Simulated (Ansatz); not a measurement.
Wavefunction ladder for C$_{3}$H$_{4}$O$_{3}$Sn, SMILES `[OH][Sn-]1[O]C=CC=[O+]1`

Z-matrix (Å, degrees):
```
Sn
O 1 2.168
O 1 2.168 2 83.7
O 1 1.990 2 89.0 3 89.1
C 2 1.262 1 126.5 3 -17.8
C 3 1.262 1 126.5 2 17.8
H 4 0.959 1 114.8 2 138.1
C 5 1.390 2 127.8 1 12.2
H 5 1.098 2 115.2 1 -168.9
H 6 1.098 3 115.2 1 168.9
H 8 1.081 5 117.8 2 179.8
```

Charge 0, multiplicity 1. Correlated methods include outer-core shells of Sn, which these sets cover unevenly. Sn takes the def2 core potential. The structure was optimised at the PBE0-D4/def2-TZVP level. It is one conformer, not always the lowest. Frozen core, restricted reference, Ansatz 0.2.0.

```csv
basis,HF (Eh),MP2 corr.,CCSD corr.,(T),CCSD(T) total
def2-SVP,-553.65585,-1.02674,-1.06069,-0.03746,-554.75400
def2-TZVPP,-554.07815,-1.48073,–,–,–
def2-QZVPP,-554.09667,-1.78284,–,–,–
```
